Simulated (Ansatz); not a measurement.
Single points on the cluster Na₅F₄.

```yaml
crystal:
  periodic: [false, false, false]
  atoms:
    - {symbol: Na, position_ang: [-2.564325, -1.892661, -3.574254]}
    - {symbol: Na, position_ang: [-0.847219, -0.572251, -0.007995]}
    - {symbol: Na, position_ang: [1.523557, 1.070756, 0.911934]}
    - {symbol: Na, position_ang: [0.638441, 0.603512, 3.662541]}
    - {symbol: Na, position_ang: [0.064123, -0.093538, -2.811505]}
    - {symbol: F, position_ang: [-1.569852, -1.146626, -1.908783]}
    - {symbol: F, position_ang: [-0.213404, -0.059228, 1.902955]}
    - {symbol: F, position_ang: [2.157637, 1.590668, 2.799081]}
    - {symbol: F, position_ang: [0.811062, 0.499359, -0.973983]}
basis:
  gaussian: {orbitals: STO-3G}
magnetization: {spin_polarized: true, initial_magnetization: 1}
hamiltonian: {xc: hf}
scf: {omitted_lower_state_checks: [starts]}
output: {orbitals: {seedname: orbitals}}
```

The file start.molden holds the orbitals of an earlier run on this structure, at another level or in another basis.

```sh
$ ansatz run in.yaml --threads 4 --pin off --events-out ev --progress --plain --max-ram 4787MiB
```

Shortened log:

```
Functional definition: HF
721 factors; integrals over basis functions are off by at most 2.0e-4 eV
mean field evaluation 1: about -32413.2552 eV, gradient 2.6e1 eV
mean field evaluation 2: about -32413.3451 eV, gradient 2.6e1 eV
mean field evaluation 4: about -32420.2063 eV, gradient 1.8e0 eV
mean field evaluation 8: about -32420.3646 eV, gradient 1.7e-1 eV
mean field -32420.36525088 eV, -1191.4264476571 hartree, gradient 2.3e-5 eV, S^2 0.750624; 0 other end points of the search recorded, 0 dependent functions left out
reference -32420.36525088 eV, -1191.4264476571 hartree; 46, 45 occupied and 19, 20 virtual orbitals, 721 factors
Total energy: -32420.36525088 eV, -1191.4264476571 hartree
Checks for a lower state left out: starts
```

Hardware: 4 threads of Arm Neoverse V2 on a shared host. Wall time 0.35 s.

The first input with `gaussian: {orbitals: def2-SVP, initial_orbitals: start.molden}`, `hamiltonian: {xc: pbe, dispersion: d4}` (abridged; 4.9 s):

```
Functional definition: PBE
mean field -32917.26113354 eV, -1209.6870345368 hartree, gradient 2.6e-5 eV, S^2 0.750081
Total energy: -32917.37471153 eV, -1209.6912084509 hartree
Checks for a lower state left out: starts
```

As the first input, with `gaussian: {orbitals: def2-TZVP, initial_orbitals: start.molden}`, `correlation: {method: mp2}` and without the key `hamiltonian` (abridged; 19 s):

```
Functional definition: HF
mean field -32860.84289706 eV, -1207.6137025878 hartree, gradient 2.1e-6 eV, S^2 0.750135
9 core orbitals not correlated: weight in the atoms' cores, before any rotation towards them, 1.000 or more for the frozen orbitals, at most 0.000 for the correlated occupied ones
second order -52.19695642 eV of doubles, -0.00000000 eV of singles
Total energy: -32913.03985348 eV, -1209.5319053557 hartree
Checks for a lower state left out: starts
```

The first input with `gaussian: {orbitals: def2-TZVP, initial_orbitals: start.molden}`, `hamiltonian: {xc: r2scan, dispersion: d4}` (abridged; 22 s):

```
Functional definition: r2SCAN
mean field -32956.48445096 eV, -1211.1284648652 hartree, gradient 2.0e-5 eV, S^2 0.750189
Total energy: -32956.51286407 eV, -1211.1295090277 hartree
Checks for a lower state left out: starts
```

The first input with `gaussian: {orbitals: def2-TZVP, initial_orbitals: start.molden}`, `hamiltonian: {xc: {name: r2SCANh}, dispersion: d4}` (abridged; 33 s):

```
Functional definition: r2SCANh
mean field -32955.44622385 eV, -1211.0903107228 hartree, gradient 1.4e-5 eV, S^2 0.750153
Total energy: -32955.47751558 eV, -1211.0914606726 hartree
Checks for a lower state left out: starts
```

First input, but with `gaussian: {orbitals: def2-TZVP, initial_orbitals: start.molden}`, `hamiltonian: {xc: pbe, dispersion: d4}`, `output: {forces: true, orbitals: {seedname: orbitals}}` (abridged; 10 s):

```
Functional definition: PBE
mean field -32938.67708381 eV, -1210.4740561926 hartree, gradient 1.5e-5 eV, S^2 0.750097
Total energy: -32938.79068814 eV, -1210.4782310749 hartree
Atom 0 force    -0.108316    -0.080207    -0.157640 eV/Å
Atom 1 force    -0.135008    -0.090858     0.009620 eV/Å
Atom 2 force     0.077450     0.044911    -0.115059 eV/Å
Atom 3 force    -0.168143    -0.098396     0.337447 eV/Å
Atom 4 force     0.052861     0.022818    -0.280644 eV/Å
Atom 5 force    -0.106919    -0.071353     0.026292 eV/Å
Atom 6 force    -0.115862    -0.073252     0.084492 eV/Å
Atom 7 force     0.386700     0.270035     0.155841 eV/Å
Atom 8 force     0.117238     0.076302    -0.060349 eV/Å
Dipole moment:    -0.397679    -0.237322     0.654091 e Å
Checks for a lower state left out: starts
```

First input, but with `gaussian: {orbitals: def2-TZVP, initial_orbitals: start.molden}`, `hamiltonian: {xc: {name: r2SCAN0}, dispersion: d4}` (abridged; 35 s):

```
Functional definition: r2SCAN0
mean field -32953.93317422 eV, -1211.0347071744 hartree, gradient 1.2e-5 eV, S^2 0.750118
Total energy: -32953.96801083 eV, -1211.0359873961 hartree
Checks for a lower state left out: starts
```

Geometry: PBE0-D4/def2-SVP.

Correlated methods freeze 9 core orbitals; core or outer-core shells of Na are correlated, in sets that lack core-valence functions. At HF/STO-3G the highest occupied level of the charge 0 doublet lies above zero (up to 5.36 eV). In Hartree–Fock with STO-3G the lack of diffuse functions raises the level. Another isomer (doublet) lies 0.14 eV lower at PBE0-D4/def2-TZVP; other spin states weren't run for this one.
